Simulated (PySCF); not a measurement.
CH7ClFNSi2. Atoms are numbered in the order given.

```xyz
13

C     -3.2398    -1.0913    -0.5772
N     -1.7860    -1.0672    -0.5657
Si    -0.8119     0.2670    -1.0920
Si     1.2679     0.0080    -0.0416
F      2.3034     1.1538    -0.5621
Cl     1.0146     0.2593     2.0034
H     -3.6324    -1.7172     0.2422
H     -3.6747    -1.4649    -1.5253
H     -3.6287    -0.0729    -0.4186
H     -1.3677    -1.9928    -0.5674
H     -1.4522     1.5265    -0.6167
H     -0.5990     0.4043    -2.5726
H      1.9335    -1.3075    -0.2450
```

Geometry optimised at B3LYP-D3(BJ)/def2-SVP. The structure was generated by enumeration; whether it is a known compound was not checked. One conformer was computed; it need not be the lowest.

Calculation: PySCF with B3LYP/pcSseg-1.

GIAO shieldings, no solvent; atoms listed in one row are averaged. δ = σ(ref) − σ: ¹³C against TMS (σ = 181.3 ppm); ¹⁵N against NH3 (σ = 265.5 ppm); ²⁹Si against TMS (σ = 338.7 ppm); ¹⁹F against CFCl3 (σ = 161.7 ppm); ³⁵Cl against HCl (σ = 933.3 ppm); ¹H against TMS (σ = 31.68 ppm), references at their B3LYP-D3(BJ)/def2-TZVP geometries, non-relativistic (without spin–orbit terms, shifts of atoms bonded to Cl or Br come out too high).

Computed chemical shifts:
| nucleus | atoms | count | δ (ppm) |
|---|---|---|---|
| ¹³C | C1 | 1 | 38.1 |
| ¹⁵N | N2 | 1 | 9.3 |
| ²⁹Si | Si4 | 1 | 24.1 |
| ²⁹Si | Si3 | 1 | -48.6 |
| ¹⁹F | F5 | 1 | -178.3 |
| ³⁵Cl | Cl6 | 1 | 64.7 |
| ¹H | H13 | 1 | 6.06 |
| ¹H | H12 | 1 | 5.08 |
| ¹H | H11 | 1 | 4.80 |
| ¹H | H7, H8, H9 | 3 | 3.03 |
| ¹H | H10 | 1 | -0.65 |
